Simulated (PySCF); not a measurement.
**Interval between two levels of Rh²⁺ by level of theory**

Rh²⁺ [Kr] 4d7 [4F9/2, M_J = 9/2] → Rh²⁺ [Kr] 4d6 5p1 [6F11/2, M_J = 11/2], as a difference of total energies. Calculation: PySCF 2.14, in x2c-SVPall-2c with one added diffuse shell each of s, p, d type (7s9p7d1f, 76 functions); the two-component X2C-1e Hamiltonian. Correlated levels: [Ar] 3d10 frozen; the 6 highest virtual spinors dropped. "Screened" scales the spin-orbit matrix elements by Boettger's factors to mimic the two-electron term; Breit and QED terms are absent.

| method | interval between two levels (cm⁻¹) |
| --- | --- |
| GHF (spin-free) | 89988 |
| GMP2 (spin-free) | 93904 |
| GHF (screened spin-orbit) | 91415 |
| GMP2 (screened spin-orbit) | 95429 |

The labels give the starting determinants; with spin-orbit coupling the two ends relaxed to ⟨J²⟩ = 24.76, ⟨L²⟩ = 12.16, ⟨S²⟩ = 3.71 and ⟨J²⟩ = 35.76, ⟨L²⟩ = 12.13, ⟨S²⟩ = 8.69.
